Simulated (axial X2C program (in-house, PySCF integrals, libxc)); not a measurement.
## Worked dissociation energy of KCa: MP2, two-component

Computed with an axial X2C code built on PySCF integrals. Two-component (2c) means X2C with spin–orbit coupling and atomic mean-field two-electron Coulomb and Gaunt terms. Basis: Ca dyall-cv3z [11s12p6d4f], K dyall-cv3z [11s12p6d3f] (cores contracted in-house); Gaussian nuclei, density fitting, unrestricted open shells. Masses: Ca 39.963 u, K 38.964 u.

Molecular state: Ω = 1/2 (⟨Sz⟩ = 0.50, ⟨Lz⟩ = 0.00 at HF).

Correlated methods: 11 electrons correlated (number of frozen shells: Ca 3 s, 2 p; K 2 s, 1 p), 291 virtual spin orbitals or spinors in MP2.

| Quantity | Value |
| --- | --- |
| E(Ca) (2M_J = 0) | -679.522779 hartree |
| E(K) (2M_J = 1) | -601.586672 hartree |
| E(KCa) at Re | -1281.110384 hartree |
| ωe | 61.5 cm⁻¹ |
| ωexe | 1.48 cm⁻¹ |

(1) Work out De and D0.

Occupations by symmetry block were frozen at the best pattern of an incomplete PBE0 search. Dissociation energies refer to the lowest single-determinant-based atoms at the same level and basis. The outer-core s and p shells of the metal are frozen in the correlated rows, which leaves out core–valence correlation; for alkali and alkaline-earth bonds that tends to lengthen them. The determinant is spin-polarised beyond a pure state at some levels (its spin-free form has ⟨S²⟩ too high), which makes Re and μ there less reliable.

The levels of this run spread widely (ωe from 59 to 76 cm⁻¹), so these constants depend on the method. The bond is weak, and without diffuse functions and with truncated virtuals even CCSD(T) can be tens of per cent off in De.

Each atomic determinant is the lowest at this level and need not be a pure J level. Totals compare only within one Hamiltonian and basis.

Answers

(1) De = -679.522779 + (-601.586672) − (-1281.110384) = 0.00093 hartree = 0.025 eV. The zero-point energy is ωe/2 − ωexe/4 = 30 cm⁻¹ = 0.004 eV, so D0 = 0.022 eV.
